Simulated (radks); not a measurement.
Question: Nd33+, 27 electrons, occupied as [Ar] 3d9. All-electron calculation, Dirac Kohn-Sham, PBE, spin-unpolarised, spherical densities, finite nucleus; open shells fill j = l - 1/2 first; Fermi nuclear charge, rms radius 4.9123 fm. Program: a radial shooting solver on a logarithmic mesh with Libxc functionals. Some entries of the table are withheld. Estimate them.

orbital,occ.,eigenvalue (eV),<1/r> (bohr^-1),r(max) (bohr)
1s1/2,2,-44705.86,66.05,0.01509
2s1/2,2,-8321.702,15.68,0.08553
2p1/2,2,-7952.347,15.65,0.06497
2p3/2,4,-7428.971,14.07,0.07039
3s1/2,2,-2734.919,5.829,0.2406
3p1/2,2,-2579.858,5.750,(1)
3p3/2,4,-2468.846,5.355,(2)
3d3/2,4,(3),5.231,0.1890
3d5/2,5,(4),5.131,0.1921

Answer: 
(1) 3p1/2 r(max) (bohr): 0.2270
(2) 3p3/2 r(max) (bohr): 0.2381
(3) 3d3/2 eigenvalue (eV): -2206.127
(4) 3d5/2 eigenvalue (eV): -2181.429
